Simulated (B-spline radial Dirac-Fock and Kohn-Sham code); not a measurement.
## Auger decay of the L2 hole in Dy⁺

System: the Dy⁺ ion, [Xe] 4f11 (not the ground configuration).

The computed values come from a radial B-spline solver: independent-particle radiative and Coulomb Auger rates from relativistic LDA hole-state orbitals, with Dirac-Fock energies. Kinetic energies are configuration averages from the vacuum level; the two-hole energies are estimated from single-hole states.

```tsv
transition	kinetic energy (eV)	width (meV)	share (%)
L2-L3N1	345.8	31.3	1.0
L2-L3N2	426.7	175	5.4
L2-L3N3	465.4	54.3	1.7
L2-L3N4	600.3	245	7.5
L2-L3N5	607.8	76.0	2.3
L2-M1M2	4650.9	89.5	2.7
L2-M2M2	4842.1	86.9	2.7
L2-M2M3	5016.2	266	8.2
L2-M2M4	5364.0	140	4.3
L2-M2M5	5392.7	235	7.2
L2-M3M4	5526.4	185	5.7
L2-M4M4	5867.3	154	4.7
L2-M4M5	5902.0	655	20.1
L2-M5M5	5939.3	28.6	0.9
L2-M2N2	6377.8	32.5	1.0
L2-M2N3	6413.9	56.9	1.7
L2-M3N2	6543.2	40.4	1.2
L2-M2N5	6555.6	43.6	1.3
L2-M3N4	6715.9	28.9	0.9
L2-M5N2	6925.0	31.3	1.0
L2-M4N3	6927.2	37.4	1.1
L2-M4N4	7063.1	48.3	1.5
L2-M4N5	7068.9	112	3.4
L2-M5N4	7097.6	84.8	2.6
```

The listed channels hold 90 % of the non-radiative rate. Summed by principal shells, of 3.26 eV in all: LMM 58.1 %, LMN 19.8 %, LLN 18.2 %, LNN 1.6 %, LMO 1.0 %, LLO 1.0 %.
